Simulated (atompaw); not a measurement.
## Cu (Z = 29): one change to a PAW (atompaw) potential, before and after

```
Element                 : copper
Generator               : atompaw 4.2.0.5
Type                    : PAW
Functional              : LDA (PW92)
Relativity              : scalar-relativistic
Frozen core             : [Ne]
Valence charge          : 19
Reference configuration : 3s2 3p6 3d10 4s1 4p0
Partial waves           : 3s (bound): rc 1.25 bohr; 4s (bound): rc 1.35 bohr; 3p (bound): rc 1.25 bohr; 4p (bound, empty): rc 1.35 bohr; 3d (bound): rc 1.35 bohr; 3d channel at 0.3 Ry: rc 1.35 bohr
Local potential         : troulliermartins scheme with l = 3 at 0 Ry, radius 1.00 bohr
Core correction         : smooth core density matched at 1.05 bohr
Augmentation charge     : sinc compensation charge, radius 1.00 bohr; PAW radius 1.35 bohr; waves and projectors: custom polynom vanderbiltortho
```

Change: all radii scaled by about 0.88 (s 1.10, p 1.10, d 1.18 bohr); local potential troulliermartins scheme with l = 3 at 0 Ry, radius 0.88 bohr; augmentation sinc compensation charge, radius 0.88 bohr; PAW radius 1.18 bohr; waves and projectors: custom polynom vanderbiltortho; core correction smooth core density matched at 0.92 bohr.

Cutoffs: the cutoffs (Ry, on a coarse ladder) from which the occupation-weighted sum of valence levels, in a spherical-Bessel basis at the reference potential, stays within 10 and 1 mRy of its value at 400 Ry; they do not see the model core or the augmentation charge, which bear on the density cutoff.

Q: What does the change do?

A: The potential gets harder (90 Ry and 140 Ry → 120 Ry and 200 Ry); neither file shows a bound ghost. A smaller radius makes the pseudo-wave follow the all-electron one further in, where it bends more sharply, so more plane waves are needed.

| quantity | base | changed |
| --- | --- | --- |
| cutoff, loose | 90 Ry | 120 Ry |
| cutoff, tight | 140 Ry | 200 Ry |
| loose cutoff by channel (10 mRy a level) | s 35 Ry, p 45 Ry, d 50 Ry | s 40 Ry, p 55 Ry, d 60 Ry |
| bound ghosts | none | none |
| lowest overlap eigenvalue by channel | s 0.79, p 0.80, d 0.94 | s 0.64, p 0.84, d 0.94 |

 The cutoffs see the waves, projectors and local potential, not the compensation charge or the core.
